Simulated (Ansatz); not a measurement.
Energy needed to pull apart AlGeNH4 (SMILES [NH]1[AlH][GeH2]1), closed shell, into free ground-state atoms, from the structure below (displaced at random from a GFN2-xTB minimum); no zero-point or spin–orbit terms; open-shell atoms are treated unrestricted, in their ground-state multiplicity.

| atom | x (Å) | y (Å) | z (Å) |
| --- | --- | --- | --- |
| N1 | -0.7597 | -0.5513 | -0.4793 |
| Al2 | 0.1661 | 0.5312 | -1.4003 |
| Ge3 | 0.5776 | 0.2571 | 0.9522 |
| H4 | -1.4903 | -1.1756 | -0.3931 |
| H5 | 0.6854 | 1.4206 | -2.6230 |
| H6 | -0.3201 | 0.7582 | 2.1660 |
| H7 | 1.2723 | -1.0198 | 1.6328 |

Program: Ansatz 0.2.0. Basis: def2-TZVPP. Cores are frozen in the correlated methods. Filled d shells of the heavier atoms are correlated. The def2 sets are not built for correlating such inner shells, so the correlated values are less sure here.

| method | atomization energy (eV) |
| --- | --- |
| PBE-D4 | 19.60 |
| r2SCAN-D4 | 19.47 |
| PBE0-D4 | 19.14 |
| CAM-B3LYP-D4 | 19.40 |
| wB97X-V | ? |
| wB97M-V | 19.37 |
| HF | 12.59 |
| MP2 | 18.95 |
| CCSD | ? |
| CCSD(T) | 18.88 |

What does wB97X-V give? (Judge from chemistry; the value comes from the calculation.)

Computed: 19.56 eV, which is about 0.68 eV more than CCSD(T)/def2-TZVPP.

What does CCSD give? (Judge from chemistry; the value comes from the calculation.)

Computed: 18.48 eV, which is about 0.40 eV less than CCSD(T)/def2-TZVPP.

In triple zeta the MP2 and coupled-cluster atomization energies are still short of their basis limit by a few kcal/mol a bond, whereas those of the functionals are nearly converged, so these differences are not deviations from converged CCSD(T).

The T1 diagnostic stays at or below 0.016.

For scale, one of the runs: CCSD(T)/def2-TZVPP forces, 177 basis functions (an equivalent command: `ansatz run in.yaml --threads 4`). The run took 2 min on 4 CPU threads (shared host), with 2.9 GiB of host memory at its peak.
